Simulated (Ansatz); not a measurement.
A run for Ansatz (a first-principles code): R-SVWN5/def2-TZVPPD on SiF4 (SMILES F[Si](F)(F)F). The basis file is the Basis Set Exchange's JSON of that set.

Ansatz 0.2 input:
```yaml
crystal:
  periodic: [false, false, false]
  atoms:
    - {symbol: F, position_ang: [1.53649430, -0.16188652, 0.26374866]}
    - {symbol: Si, position_ang: [-0.00000016, 0.00000037, 0.00001604]}
    - {symbol: F, position_ang: [-0.31041929, 1.48778617, -0.38300875]}
    - {symbol: F, position_ang: [-0.79557740, -0.38299398, 1.29498732]}
    - {symbol: F, position_ang: [-0.43049746, -0.94290604, -1.17564328]}
basis:
  gaussian:
    orbitals: def2-TZVPPD.json
hamiltonian:
  xc: {name: SVWN5}
scf: {lower_state_search: off}
```

It printed:

```
WARN ansatz: RAYON_NUM_THREADS=4 ignored (pool sized by the plan → 4); use --threads N
Functional definition: SVWN5
these checks for a lower state are left out or cut short: stability, starts, cluster_reference, orbital_swaps, neighbouring_geometries, increment
integrals: 0.13 GiB planned
1093 factors; their error is unknown
mean field: 0.91 GiB planned
mean field evaluation 1: about -18653.5858 eV, gradient 6.1e1 eV
mean field evaluation 2: about -18640.1263 eV, gradient 1.2e2 eV
mean field evaluation 4: about -18658.3523 eV, gradient 1.3e0 eV
mean field evaluation 8: about -18658.3450 eV, gradient 2.5e-2 eV
mean field -18658.34500264 eV, -685.6815317666 hartree, gradient 1.9e-6 eV, S^2 0.000000; 0 other end points of the search recorded, 0 dependent functions left out
reference -18658.34506295 eV, -685.6815339829 hartree; 25, 25 occupied and 183, 183 virtual orbitals, 1093 factors
Total energy: -18658.34506295 eV, -685.6815339829 hartree
Checks for a lower state left out: stability, starts, cluster_reference, orbital_swaps, neighbouring_geometries, increment
```

Self-consistency was reached.

Cost: around 2.6 core-seconds (rough).
